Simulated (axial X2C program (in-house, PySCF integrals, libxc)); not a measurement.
Spin–orbit effects along a row: homonuclear dimers (ions), HF

Calculated with an in-house all-electron X2C program for linear molecules (integrals from PySCF), spin-free (one-electron X2C) or two-component (2c: spin–orbit coupling with atomic mean-field Coulomb and Gaunt terms, which also bring small scalar terms), in Dyall basis sets with cores contracted in-house; open shells are unrestricted.

Basis sets: B dyall-av3z, Be dyall-av3z, F dyall-av3z, Li dyall-av3z, O dyall-av3z.

```tsv
molecule	spin-free state	Re (Å)	ωe (cm⁻¹)	De (eV)	2c state	Re 2c (Å)	ωe 2c (cm⁻¹)	De 2c (eV)
Li₂⁻	M_S = 1/2, Λ = 0	3.287	201.0	0.79	Ω = 1/2	3.287	201.0	0.79
Be₂⁻	M_S = 1/2, Λ = 1	2.591	150.0	n/a	Ω = 1/2	2.590	150.2	n/a
B₂⁻	M_S = 3/2, Λ = 0	1.613	1015.1	3.32	Ω = 3/2	1.613	1015.0	3.32
O₂⁻	M_S = 1/2, Λ = 1	1.289	1416.2	1.10	Ω = 3/2	1.289	1415.8	1.11
F₂⁻	M_S = 1/2, Λ = 0	1.909	465.1	0.08	Ω = 1/2	1.909	464.9	0.07
```

**Question.** Work out the shifts from the spin-free to the two-component result.

**Answer.** 

| molecule | 2c state | ΔRe (Å) | Δωe (cm⁻¹) | ΔDe (eV) |
| --- | --- | --- | --- | --- |
| Li₂⁻ | Ω = 1/2 | 0.000 | 0.0 | 0.00 |
| Be₂⁻ | Ω = 1/2 | -0.001 | 0.2 | n/a |
| B₂⁻ | Ω = 3/2 | 0.000 | -0.1 | 0.00 |
| O₂⁻ | Ω = 3/2 | 0.000 | -0.4 | 0.01 |
| F₂⁻ | Ω = 1/2 | 0.000 | -0.2 | -0.01 |

Shifts of one unit in the last digit are rounding.

Fragments in 2c: Li- + Li, Be- + Be, B- + B, O- + O, F- + F. Each entry is the lowest single determinant of a limited PBE0 search at one distance. De goes to single-determinant-based atoms at the same level (for ions the charge split of lowest energy) and is withheld (n/a) where an atom does not fit its ground term or J level. Main or longest-lived isotopes. One determinant is a doubtful description, or other states lie close, for Li₂⁻, Be₂⁻, B₂⁻; these need not be ground states, and all values refer to the states named. With several unpaired electrons the Ω given is that of one determinant, not necessarily of the lowest component. Some light 2c atoms are not at their ground J level, so De misses part of their lowering (0.04 eV or less).
